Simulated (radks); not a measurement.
Values are calculated unless marked as measured or tabulated.
Fractional charge and spin in the 2p shell of phosphorus: the spin-up occupation runs from 2 to 3 and the spin-down occupation from 2 to 3; the fullest corner is P3+, [He] 2s2 3s2 2p(up 3, down 3). Code: a radial shooting solver on a logarithmic mesh with Libxc functionals. Model: non-relativistic Kohn-Sham, BLYP, spin-polarised, spherical densities, point nucleus. Energy (eV) minus the two flat planes that join the four corners (they meet along the diagonal where the two added fractions sum to one electron); zero is where a piecewise linear energy would lie.

\begin{tabular}{lrrr}
down \ up & 2 & 2.5 & 3 \\ \hline
2 & 0.000 & -5.252 & 0.000 \\
2.5 & -5.252 & 0.978 & -4.834 \\
3 & 0.000 & -4.834 & 0.000 \\
\end{tabular}

Corners above the fullest one (they belong to P4+ and the next ion): (up 3, down 2) 182.20 eV, (up 2, down 3) 182.20 eV, (up 2, down 2) 408.66 eV. With half an added electron in each spin the energy lies 0.978 eV from the planes, and with half an added electron in spin up alone -5.252 eV. The planes are only a guide here: the flat-plane condition holds for ground states with one frontier orbital, while this shell lies below other occupied shells, so the corners above the fullest one are inner-hole states and not the ground states of those ions.
